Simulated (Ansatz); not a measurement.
```yaml
crystal:
  periodic: [false, false, false]
  atoms:
    - {symbol: C, position_ang: [-0.706473, 0.483936, -1.056249]}
    - {symbol: N, position_ang: [0.360032, 0.855829, -1.287835]}
    - {symbol: C, position_ang: [1.080232, 0.233496, 0.110861]}
    - {symbol: Si, position_ang: [-0.623113, -0.439775, 0.559069]}
    - {symbol: H, position_ang: [-1.415007, 0.977142, -1.872485]}
    - {symbol: H, position_ang: [1.966091, -0.515144, -0.156329]}
    - {symbol: H, position_ang: [1.672250, 0.931247, 0.770814]}
    - {symbol: H, position_ang: [-1.016870, -2.008639, 0.310965]}
    - {symbol: H, position_ang: [-1.148164, 0.374827, 1.802083]}
basis:
  gaussian: {orbitals: cc-pVTZ}
magnetization: {spin_polarized: true, initial_magnetization: 1}
hamiltonian: {xc: {name: PBE-QIDH}}
```

```sh
$ ansatz run in.yaml --threads 2 --pin off --events-out ev --progress --plain --max-ram 4352MiB
```

Q: How does Ansatz answer? (Estimate.)

A: Computed: The input was rejected before any iteration.
```
Error: a molecule whose nuclei and cores have a total charge of 38 cannot have a net charge of 0 together with 1 unpaired electrons
```
